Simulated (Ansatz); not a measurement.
C2H2N2, SMILES `[H]/N=c1\cn1` (charge 0, multiplicity 1).

Cartesian coordinates (Å):
```xyz
6

N      1.5129     0.4120    -0.0415
C      0.2725     0.2688     0.0119
C     -1.0230    -0.2504     0.0309
N     -0.9264     1.0285     0.1529
H      1.9898    -0.4800    -0.1563
H     -1.8259    -0.9789     0.0021
```
Charge 0, spin multiplicity 1.

Frozen-core energies in 6-31g from Ansatz (a quantum-chemistry and plane-wave program) at a geometry from B3LYP-D3(BJ)/def2-TZVP; the HF reference has <S^2> = 0.00 (restricted, and unstable towards unrestricted orbitals) and the T1 diagnostic is 0.015.

```json
[
 {"level": "HF", "energy (Ha)": "-185.55853", "difference from CCSDT(Q) (mHa)": "429.91"},
 {"level": "MP2", "energy (Ha)": "-185.95545", "difference from CCSDT(Q) (mHa)": "32.99"},
 {"level": "CCSD", "energy (Ha)": "-185.97006", "difference from CCSDT(Q) (mHa)": "18.38"},
 {"level": "CCSD(T)", "energy (Ha)": "-185.98630", "difference from CCSDT(Q) (mHa)": "2.14"},
 {"level": "CCSDT", "energy (Ha)": "-185.98653", "difference from CCSDT(Q) (mHa)": "1.91"},
 {"level": "CCSDT(Q)", "energy (Ha)": "-185.98844", "difference from CCSDT(Q) (mHa)": "0.00"}
]
```
